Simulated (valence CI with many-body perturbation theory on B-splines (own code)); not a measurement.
**Re XLIV: calculated level list**

Method: relativistic CI+MBPT: four valence electrons over a frozen Dirac-Fock core [Ar] 3d10, radial functions for each j: 11 s, 11 p, 10 d, 8 f, 5 g, 2 h, with the one-electron correlation potential Σ1 (screened to all orders), the two-electron term Σ2, the three-electron term Σ3, Breit, model QED; selected single and double excitations, second order for the rest, scaled by the run's own slope (own B-spline code, finite nucleus).

No measured spectrum was set against this ion. As an estimate, large intervals hold to a few tenths of a per cent, small ones and those within an open d or f shell to about a per cent. Among the levels kept, up to 430 cm⁻¹ of a level comes from second order outside the variational space, and about a tenth of that is noise between levels of different J, which matters for small intervals.

Levels 91 to 135 of 188, with energies above the lowest level, (4s^2 4p1/2^2) J=0. "Leading %" is the weight of the configuration and term that name the level; weights of strongly mixed levels are sums over their largest components and can fall short, so below about 35 % the name and the second component can differ from the true leading terms, or belong to a minority configuration. In the jj column 3d3/2^4 stands for four electrons in 3d with j = 3/2. Lifetimes count E1, E2, E3, M1 and M2 decay at the calculated energies, and are blank where another channel may lead or the interval is too uncertain; long ones can be off by a factor of two.

```
No.  Configuration  Term  J  E (Ry)  Leading %      g  Lifetime                   Leading jj
 91         4p3 4d   3D°  1  42.056         30  1.136   2.04 ps   4p1/2^2 4p3/2 4d3/2 (94 %)
 92        4s2 4d2    3P  2  42.093         43  1.263   1.41 ps          4s^2 4d5/2^2 (39 %)
 93      4s2 4p 4f    3F  3  42.122         16  1.265    972 fs      4s 4p3/2^2 4d3/2 (33 %)
 94      4s 4p2 4d    3P  0  42.159         51          3.52 ps      4s 4p3/2^2 4d5/2 (64 %)
 95         4p3 4d   3F°  3  42.511         16  1.128   1.66 ps   4p1/2^2 4p3/2 4d3/2 (48 %)
 96      4s2 4p 4f    1G  4  42.606         27  1.174   3.24 ps      4s 4p3/2^2 4d5/2 (46 %)
 97      4s2 4p 4f    1D  2  42.714         21  1.091   1.29 ps      4s 4p3/2^2 4d3/2 (27 %)
 98      4s 4p2 4d    3D  1  42.753         35  1.082    530 fs      4s 4p3/2^2 4d3/2 (80 %)
 99      4s2 4p 4f    3G  5  42.776         38  1.255   1.92 ps      4s 4p3/2^2 4d5/2 (59 %)
100      4s 4p2 4d    3F  4  42.955         19  1.164    558 fs      4s 4p3/2^2 4d3/2 (42 %)
101      4s 4p2 4d    3P  0  43.150         62           517 fs      4s 4p3/2^2 4d3/2 (76 %)
102         4p3 4d   3F°  4  43.448         44  1.248   2.29 ps   4p1/2^2 4p3/2 4d5/2 (90 %)
103      4s 4p2 4d    3D  2  43.459         20  1.173    722 fs      4s 4p3/2^2 4d3/2 (54 %)
104      4s 4p2 4d    3P  1  43.568         31  1.445   1.16 ps      4s 4p3/2^2 4d5/2 (89 %)
105        4s2 4d2    3F  4  43.578         25  1.164    860 fs          4s^2 4d5/2^2 (40 %)
106      4s 4p2 4d    3D  3  43.617         31  1.143   1.01 ps      4s 4p3/2^2 4d5/2 (70 %)
107         4p3 4d   3D°  2  43.722         34  1.255   1.80 ps   4p1/2^2 4p3/2 4d5/2 (89 %)
108      4s 4p2 4d    3D  1  43.723         45  0.729    450 fs      4s 4p3/2^2 4d3/2 (76 %)
109      4s 4p2 4d    3F  3  43.771         33  1.089    490 fs      4s 4p3/2^2 4d3/2 (61 %)
110      4s 4p2 4d    3F  2  43.804         24  1.010    365 fs      4s 4p3/2^2 4d3/2 (76 %)
111      4s 4p2 4d    3D  3  44.082         73  1.274   1.09 ps      4s 4p3/2^2 4d5/2 (95 %)
112        4s2 4d2    1S  0  44.113         47           896 fs          4s^2 4d5/2^2 (61 %)
113      4s 4p2 4d    3F  4  44.504         45  1.153    683 fs      4s 4p3/2^2 4d5/2 (77 %)
114         4p3 4d   3D°  3  44.590         19  1.123   1.23 ps   4p1/2^2 4p3/2 4d5/2 (73 %)
115      4s 4p2 4d    1D  2  44.623         44  1.116   1.07 ps      4s 4p3/2^2 4d5/2 (78 %)
116      4s 4p 4d2   5G°  2  44.632         62  0.494   1.82 ps      4s 4p1/2 4d3/2^2 (91 %)
117         4p3 4d   3D°  1  44.709         36  1.027   1.57 ps   4p1/2^2 4p3/2 4d5/2 (88 %)
118      4s 4p2 4d    3D  2  44.892         27  1.211    789 fs      4s 4p3/2^2 4d5/2 (84 %)
119      4s 4p2 4d    3D  3  45.171         41  1.213    565 fs      4s 4p3/2^2 4d5/2 (80 %)
120      4s 4p 4d2   5G°  3  45.206         40  0.996   1.88 ps      4s 4p1/2 4d3/2^2 (83 %)
121      4s 4p2 4d    3P  1  45.310         36  1.081    601 fs      4s 4p3/2^2 4d5/2 (90 %)
122      4s 4p 4d2   5D°  0  45.840         60           855 fs      4s 4p1/2 4d3/2^2 (86 %)
123      4s 4p2 4d    1D  2  45.953         44  1.059    492 fs      4s 4p3/2^2 4d5/2 (84 %)
124      4s 4p 4d2   5D°  1  46.246         33  1.157    787 fs      4s 4p1/2 4d3/2^2 (80 %)
125      4s 4p 4d2   5F°  1  46.280         34  0.691    562 fs      4s 4p1/2 4d3/2^2 (91 %)
126      4s 4p 4d2   5F°  2  46.387         32  1.106    737 fs      4s 4p1/2 4d3/2^2 (52 %)
127      4s 4p 4d2   5G°  3  46.429         22  1.124   3.40 ps  4s 4p1/2 4d3/2 4d5/2 (78 %)
128      4s 4p 4d2   5G°  4  46.502         35  1.103   5.83 ps  4s 4p1/2 4d3/2 4d5/2 (82 %)
129      4s 4p 4d2   3D°  2  46.662         22  1.250    893 fs  4s 4p1/2 4d3/2 4d5/2 (52 %)
130      4s 4p 4d2   5P°  1  46.764         42  1.877   1.89 ps  4s 4p1/2 4d3/2 4d5/2 (90 %)
131      4s 4p 4d2   3H°  5  47.002         24  1.129   8.08 ps  4s 4p1/2 4d3/2 4d5/2 (77 %)
132      4s 4p 4d2   3H°  4  47.131         34  0.975   4.63 ps  4s 4p1/2 4d3/2 4d5/2 (76 %)
133      4s 4p 4d2   3G°  3  47.312         29  1.059   2.68 ps  4s 4p1/2 4d3/2 4d5/2 (75 %)
134      4s 4p 4d2   5D°  2  47.326         16  1.093   2.90 ps  4s 4p1/2 4d3/2 4d5/2 (66 %)
135      4s 4p 4d2   3D°  1  47.422         30  0.971   2.59 ps  4s 4p1/2 4d3/2 4d5/2 (54 %)
```

Where two levels of one J and parity lie close, their mixing, g and order are uncertain.
